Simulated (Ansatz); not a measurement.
Geometry optimisation, RKS PBE-D4/def2-SVP in Ansatz 0.2.0.

input.yaml

```yaml
crystal:
  periodic: [false, false, false]
  atoms:
    - { symbol: C, position_ang: [-0.88496, 0.90695, -0.08116] }
    - { symbol: C, position_ang: [-0.25574, -0.25553, -0.28884] }
    - { symbol: B, position_ang: [0.84536, -0.96031, 0.49232] }
    - { symbol: Na, position_ang: [2.73422, 0.17007, -0.19947] }
    - { symbol: H, position_ang: [-0.63669, 1.53155, 0.76896] }
    - { symbol: H, position_ang: [-1.67735, 1.27543, -0.71525] }
    - { symbol: H, position_ang: [-0.58832, -0.82931, -1.16114] }
    - { symbol: H, position_ang: [0.46349, -1.83886, 1.18457] }
basis:
  gaussian: { orbitals: def2-SVP }
hamiltonian:
  xc: pbe
  dispersion: d4
relax:
  f_tol: 0.02
  max_steps: 40
scf:
  lower_state_search: "off"
```

Command:

```bash
$ ansatz run input.yaml --threads 1 --pin off --max-ram 2048MiB --backend cpu --events-out ev --progress --plain --runs-dir out
```

Where does it end, and by what steps?

The run converged. After 17 steps the energy has fallen by 0.225 eV; Na4 moved furthest, 0.70 Å. Parted: C2–Na4.

```csv
step,energy less start (eV),largest force component (eV/Å),accepted
0,0.0000,0.914,yes
1,-0.1585,0.202,yes
2,-0.1788,0.239,yes
3,-0.1914,0.234,yes
4,-0.1993,0.121,yes
5,-0.2031,0.091,yes
6,-0.2045,0.091,yes
7,-0.2057,0.080,yes
8,-0.2096,0.290,yes
9,-0.2158,0.123,yes
10,-0.2156,0.171,no
11,-0.2181,0.054,yes
12,-0.2224,0.071,yes
13,-0.2229,0.156,yes
14,-0.1647,1.001,no
15,-0.2251,0.037,yes
16,-0.2252,0.035,yes
17,-0.2253,0.006,yes
```

```xyz
8
Properties=species:S:1:pos:R:3
C -0.873 0.945 -0.172
C -0.439 -0.333 -0.359
B 0.829 -0.893 0.307
Na 3.012 0.340 0.425
H -0.234 1.687 0.344
H -1.885 1.282 -0.459
H -1.133 -1.017 -0.894
H 0.723 -2.011 0.808
```

Whether the end is a true minimum wasn't checked by a vibrational analysis.

Run time: 22 s on 1 thread of Intel(R) Xeon(R) Platinum 8488C (Sapphire Rapids), with other jobs on the host, peak memory 0.15 GiB.
